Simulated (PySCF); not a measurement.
Excitations are Tamm–Dancoff values on a coarser integration grid. The basis has no diffuse functions, so Rydberg states are missing or too high.

Cartesian coordinates (Å):
SMILES: [SH][GaH2]
```xyz
5

S      1.4544    -0.6372     0.2228
Ga    -0.6789    -0.0777     0.0222
H      1.9364     0.5523    -0.1740
H     -1.6928    -1.2030     0.3950
H     -1.0190     1.3657    -0.4660
```
Charge 0, multiplicity 1.

Q: Estimate the brightest of the four lowest singlets (TDA), S1 excitation (TDA), HOMO–LUMO gap, LUMO, dipole moment, S1–T1 gap (TDA), S1 oscillator strength and total energy that ωB97X-D3(BJ)/def2-TZVP // B3LYP-D3(BJ)/def2-TZVP (PySCF) returns for this input.

A: 
```json
{
 "brightest of the four lowest singlets (TDA)": "5.83 eV",
 "S1 excitation (TDA)": "5.83 eV",
 "HOMO–LUMO gap": "10.43 eV",
 "LUMO": "0.34 eV",
 "dipole_moment": "1.32 D",
 "S1–T1 gap (TDA)": "0.83 eV",
 "S1 oscillator strength": "0.068",
 "total_energy": "-2324.8637 Ha"
}
```
